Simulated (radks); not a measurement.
Spherical quantum dot in the effective-mass picture: electrons in a hard-walled sphere of radius 4.75, with a point charge +1 (a donor) at the centre, all in effective atomic units (hartree* = m*/eps^2 hartree, bohr* = eps/m* bohr), one dielectric constant everywhere. Method: non-relativistic Kohn-Sham, exchange-only LDA, spin-polarised, spherical densities; computed with a radial shooting solver with Libxc functionals. Levels are named by radial order and angular momentum (1s, 1p, 1d, 2s, ...), and open shells are averaged over m.

N = 37, configuration 1s2 1p6 1d10 2s2 1f14 1g(up 3, down 0). This is the lowest configuration that the search found. Occupied and some empty levels:

level    occupation  eigenvalue (hartree*)  <r> (bohr*)
1s up             1                 9.5496        3.469
1s down           1                 9.5749        3.458
1p up             3                 9.6437        3.541
1p down           3                 9.6700        3.534
1d up             5                 9.8161        3.602
1d down           5                 9.8433        3.598
1f up             7                 10.061        3.658
1f down           7                 10.089        3.655
2s up             1                 10.345        1.687
2s down           1                 10.349        1.684
1g up             3                 10.375        3.709
1g down           0                 10.403        3.708
1h up             0                 10.753        3.756
1h down           0                 10.781        3.755
2p up             0                 10.852        2.421
2p down           0                 10.861        2.416
3s up             0                 11.230        2.196
3s down           0                 11.239        2.199
2d up             0                 11.300        2.707
2d down           0                 11.312        2.703

Energy (hartree*): total 193.652, kinetic 39.563, external -11.762, Hartree 178.95, exchange-correlation -13.097.
